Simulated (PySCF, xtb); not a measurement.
C₅H₅, SMILES [CH]1C=CC=C1 (connectivity only; charge and spin as stated), charge +1, multiplicity 1.

Harmonic wavenumbers (cm⁻¹) from GFN2-xTB (xtb 6.7.1) at its own minimum, in rising order: 66, 224, 633, 664, 691, 809, 838, 850, 860, 898, 965, 1043, 1044, 1088, 1140, 1165, 1229, 1466, 1503, 3053, 3114, 3120, 3146, 3151.

What does PBE-D3(BJ)/def2-SVP (PySCF) give at its own minimum? (Estimate from the structure and the level; the computed values follow.)

228, 308, 571, 667, 769, 787, 826, 926, 958, 970, 1022, 1027, 1060, 1099, 1239, 1267, 1296, 1543, 1581, 3123, 3164, 3169, 3197, 3201. Paired by order, the mean absolute difference is 61 cm⁻¹ and the zero-point energies are 46.8 and 48.6 kcal/mol.
